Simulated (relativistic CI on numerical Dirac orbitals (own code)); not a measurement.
# La2+: resonant inelastic scattering at the M4,5 edge

Computed with this model: Dirac-Coulomb-Breit CI, KLI orbitals optimised for each configuration, model QED, valence Slater integrals scaled by 0.8, Kramers-Heisenberg scattering through one core-hole configuration in a parametric crystal field; configurations [Xe] 4f → [Ar] 3d9 4s2 4p6 4d10 4f2 5s2 5p6; 300 K; core-hole width 0.36 eV; summed over polarisations. Incident energies are the highest absorption maxima for each field (at most a few, so the weaker spin-orbit partner edge can be absent), on the computed scale of the free ion. Intensities are in per cent of the strongest line above 0.02 eV; levels within 1 cm⁻¹ are merged; final levels count from the ground level, the first row holds all elastic scattering, lines under 0.4 are left out and each table stops after 24 rows. The scale of the Slater integrals is a model choice and moves the terms in proportion. The configuration is assumed, with all valence electrons in the open shell; the free ion's ground configuration is another.

Field parameters in Wybourne normalisation; cubic f-shell fields have B⁴₄ = √(5/14) B⁴₀ and B⁶₄ = −√(7/2) B⁶₀. The field is a parameter set, without covalency.

S is read from ⟨S²⟩ = S(S + 1).

Oh, B40 = -1150, B60 = -510 cm⁻¹:

| Final level (eV) | Degeneracy | Irrep | S | 833.2 eV | 834.2 eV | 850 eV |
| --- | --- | --- | --- | --- | --- | --- |
| 0.000 | 4 | Γ8 | 0.50 | 81.4 | 193.3 | 257.5 |
| 0.047 | 2 | Γ7 | 0.50 | 25.8 | 52.9 | 100.0 |
| 0.150 | 2 | Γ6 | 0.50 | 1.9 | 10.3 | 8.3 |
| 0.206 | 4 | Γ8 | 0.50 | 4.6 | 32.4 | 15.6 |
| 0.216 | 2 | Γ7 | 0.50 | 1.1 | 11.0 | 12.4 |

D3h, B20 = 370, B40 = 120, B60 = -100, B66 = 80 cm⁻¹:

```csv
Final level (eV),Degeneracy,S,833.1 eV,834.1 eV,850 eV
0.000,2,0.50,142.7,366.4,410.4
0.013,2,0.50,33.9,59.9,119.9
0.024,2,0.50,27.8,46.3,100.0
0.169,2,0.50,3.0,46.9,14.5
0.178,2,0.50,2.3,36.0,11.7
0.191,2,0.50,1.7,28.9,10.0
0.195,2,0.50,1.4,23.6,10.2
```

C2v, B20 = -300, B22 = 220, B40 = -150, B42 = 30, B44 = -330, B60 = 170, B62 = 80, B64 = -210, B66 = 90 cm⁻¹:

```
Final level (eV)  Degeneracy     S  833.1 eV  834.1 eV  850 eV
           0.000           2  0.50     130.6     323.5   377.3
           0.022           2  0.50      20.6      33.6    71.7
           0.032           2  0.50      27.8      49.4   100.0
           0.167           2  0.50       2.9      43.7    12.0
           0.189           2  0.50       1.6      25.9     9.7
           0.201           2  0.50       1.4      23.9     8.6
           0.202           2  0.50       1.5      26.3    11.5
```

For the first field the strongest loss at the lowest incident energy is the level at 0.05 eV (S = 0.50, against 0.50 in the thermal ground state).
